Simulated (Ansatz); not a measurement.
Consider the substitution at a C–O bond: `N=COCF` + `OBO` → `OBOCF` + `N=CO`.

Gas-phase electronic energies from Ansatz, PBE0-D4/def2-TZVP geometries. CBS: MP2 limit from def2 TZ/QZ plus the TZ coupled-cluster correction, frozen cores. This one scheme is used for every species. Functionals use def2-TZVPP. Each species was taken in one conformer, which may not be the lowest.

`N=COCF`:

```xyz
9

N    -1.324   -0.051    1.173
C    -0.232   -0.666    1.065
O     0.735   -0.568    0.129
C     0.534    0.350   -0.904
F     1.620    0.267   -1.701
H    -1.500    0.626    0.435
H     0.060   -1.413    1.800
H     0.463    1.370   -0.507
H    -0.355    0.086   -1.489
```

`OBO`:

```xyz
6

O     0.212    0.720    0.795
B     0.049   -0.002   -0.350
O    -0.513   -1.231   -0.286
H     0.617    1.576    0.648
H     0.386    0.415   -1.422
H    -0.750   -1.477    0.614
```

`OBOCF`:

```xyz
9

O    -1.991   -0.728   -0.867
B    -0.956    0.053   -0.496
O     0.035   -0.476    0.290
C     1.152    0.269    0.606
F     2.134    0.033   -0.319
H    -1.909   -1.632   -0.547
H    -0.929    1.198   -0.841
H     1.525   -0.059    1.579
H     0.938    1.342    0.594
```

`N=CO`:

Z-matrix (Å, degrees):
```
C
O 1 1.336
N 1 1.258 2 122.1
H 1 1.092 2 110.5 3 -180.0
H 2 0.968 1 106.6 3 -0.0
H 3 1.014 1 111.3 2 180.0
```

```tsv
level	ΔE (eV)
PBE	-0.26
CCSD/def2-TZVPP	-0.24
```

Task: What does CCSD(T)/CBS give? (Best estimate.)

Result: Ansatz gave: -0.23 eV. The listed levels differ from it by -0.03, -0.01 eV.

Largest T1 diagnostic among the species: 0.014.

In def2-TZVPP, CCSD(T) changes the Hartree–Fock value by +0.06 eV (the triples alone add +0.01 eV) and MP2 by +0.05 eV.
